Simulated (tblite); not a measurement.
**Question.** What does the GFN2-xTB structure of `CC(=O)CSC=C=O` look like in three dimensions?

**Answer.** 
```
atom  x, y, z in Å
C1    -2.0857    0.3538    0.7267
C2    -0.8387   -0.4732    0.5846
O3    -0.2301   -0.9371    1.5155
C4    -0.3520   -0.6309   -0.8352
S5     0.6691    0.8619   -1.1954
C6     1.9972    0.6363   -0.0383
C7     3.0681    0.1046   -0.5388
O8     3.9899   -0.3673   -1.0576
H9    -2.9371   -0.2387    0.3944
H10   -2.0235    1.2405    0.1004
H11   -2.2365    0.6360    1.7652
H12   -1.1571   -0.6134   -1.5654
H13    0.2777   -1.5105   -0.9593
H14    1.8580    0.9375    0.9813
```

Any rigid rotation of these coordinates is as good. Atoms count from 1 in this order. The 2 C–O bonds span 1.158 Å (C7=O8, drawn double) to 1.205 Å (C2=O3, drawn double), a spread of 0.047 Å. The 2 C–S bonds span 1.776 Å (S5–C6, drawn single) to 1.844 Å (C4–S5, drawn single), a spread of 0.068 Å. Of the pairs four or more bonds apart, O3···C6 is among the closest relative to their van der Waals radii: 3.14 Å, 97 % of the sum of Bondi's values. The C–C distances run from 1.296 Å (C6=C7, drawn double) to 1.509 Å (C2–C4, drawn single), a spread of 0.213 Å.

Bonds between heavy atoms (Å): C1–C2 1.503, C2=O3 1.205, C2–C4 1.509, C4–S5 1.844, S5–C6 1.776, C6=C7 1.296, C7=O8 1.158.

Computed geometry: GFN2-xTB, gas phase.

Point group: C1 (no symmetry element, even within 0.4 Å). Its GFN2-xTB frequencies are all real (lowest 28 cm⁻¹). The numbers are those of one conformer (C1–C2–C4–S5 85°, C2–C4–S5–C6 64°, C4–S5–C6–C7 98°).

Hardware: Arm Neoverse N1, one thread, on a shared host. These figures are those of the optimisation.
